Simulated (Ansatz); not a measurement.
Geometry optimisation, RKS PBE/def2-SVP (Ansatz 0.2.0).

Input:

```yaml
crystal:
  periodic: [false, false, false]
  atoms:
    - { symbol: Si, position_ang: [-1.51897, -0.274433, 0.29284] }
    - { symbol: O, position_ang: [-0.375617, -0.563213, 1.569159] }
    - { symbol: H, position_ang: [-1.246333, -1.274575, -0.804715] }
    - { symbol: H, position_ang: [-2.917115, -0.433046, 0.8067] }
    - { symbol: O, position_ang: [-1.414955, 1.306858, -0.208616] }
    - { symbol: H, position_ang: [1.455158, -0.070073, 0.314141] }
    - { symbol: P, position_ang: [1.64266, 0.550092, -0.930203] }
    - { symbol: H, position_ang: [-0.235171, -1.521338, 1.70525] }
    - { symbol: H, position_ang: [-0.594579, 1.502045, -0.710733] }
    - { symbol: H, position_ang: [2.799054, 1.296331, -0.521991] }
    - { symbol: H, position_ang: [2.405967, -0.518448, -1.511931] }
basis:
  gaussian: { orbitals: def2-SVP }
hamiltonian:
  xc: pbe
relax:
  f_tol: 0.03
  max_steps: 50
output:
  orbitals: {}
```

Run as:

```bash
$ ansatz run input.yaml --threads 2 --pin off --max-ram 3072MiB --backend cpu --events-out ev --progress --plain --runs-dir out
```

Problem. Where does it end, and by what steps?

Solution. The run converged. The force dipped under the threshold on the way, but the program's further checks kept it going. After 23 steps the energy has fallen by 0.142 eV; H3 moved furthest, 1.11 Å.

```json
{"step": "0", "energy less start (eV)": "0.0000", "largest force component (eV/Å)": "0.858", "accepted": "yes"}
{"step": "1", "energy less start (eV)": "-0.0808", "largest force component (eV/Å)": "0.558", "accepted": "yes"}
{"step": "2", "energy less start (eV)": "-0.0874", "largest force component (eV/Å)": "0.878", "accepted": "yes"}
{"step": "3", "energy less start (eV)": "-0.1130", "largest force component (eV/Å)": "0.245", "accepted": "yes"}
{"step": "4", "energy less start (eV)": "-0.1157", "largest force component (eV/Å)": "0.190", "accepted": "yes"}
{"step": "5", "energy less start (eV)": "-0.1236", "largest force component (eV/Å)": "0.156", "accepted": "yes"}
{"step": "6", "energy less start (eV)": "-0.1269", "largest force component (eV/Å)": "0.128", "accepted": "yes"}
{"step": "7", "energy less start (eV)": "-0.1163", "largest force component (eV/Å)": "0.901", "accepted": "no"}
{"step": "8", "energy less start (eV)": "-0.1328", "largest force component (eV/Å)": "0.043", "accepted": "yes"}
{"step": "9", "energy less start (eV)": "-0.1351", "largest force component (eV/Å)": "0.018", "accepted": "yes"}
{"step": "10", "energy less start (eV)": "-0.1341", "largest force component (eV/Å)": "0.217", "accepted": "no"}
{"step": "11", "energy less start (eV)": "-0.1361", "largest force component (eV/Å)": "0.075", "accepted": "yes"}
{"step": "12", "energy less start (eV)": "-0.1367", "largest force component (eV/Å)": "0.070", "accepted": "yes"}
{"step": "13", "energy less start (eV)": "-0.1374", "largest force component (eV/Å)": "0.053", "accepted": "yes"}
{"step": "14", "energy less start (eV)": "-0.1387", "largest force component (eV/Å)": "0.024", "accepted": "yes"}
{"step": "15", "energy less start (eV)": "-0.1385", "largest force component (eV/Å)": "0.192", "accepted": "no"}
{"step": "16", "energy less start (eV)": "-0.1394", "largest force component (eV/Å)": "0.050", "accepted": "yes"}
{"step": "17", "energy less start (eV)": "-0.1395", "largest force component (eV/Å)": "0.123", "accepted": "yes"}
{"step": "18", "energy less start (eV)": "-0.1400", "largest force component (eV/Å)": "0.065", "accepted": "yes"}
{"step": "19", "energy less start (eV)": "-0.1403", "largest force component (eV/Å)": "0.055", "accepted": "yes"}
{"step": "20", "energy less start (eV)": "-0.1410", "largest force component (eV/Å)": "0.057", "accepted": "yes"}
{"step": "21", "energy less start (eV)": "-0.1411", "largest force component (eV/Å)": "0.170", "accepted": "yes"}
{"step": "22", "energy less start (eV)": "-0.1416", "largest force component (eV/Å)": "0.063", "accepted": "yes"}
{"step": "23", "energy less start (eV)": "-0.1418", "largest force component (eV/Å)": "0.028", "accepted": "yes"}
```

```xyz
11
Properties=species:S:1:pos:R:3
Si -1.803 -0.271 0.447
O -0.571 -0.793 1.476
H -2.242 -1.476 -0.355
H -2.936 0.286 1.246
O -1.310 1.002 -0.509
H 2.030 -0.205 0.240
P 1.947 0.563 -0.971
H -0.349 -1.734 1.375
H -0.506 0.839 -1.048
H 2.556 1.726 -0.389
H 3.183 0.064 -1.512
```

The run took 41 s on 2 threads of Arm Neoverse V1, with other jobs on the host, peak memory 0.13 GiB.
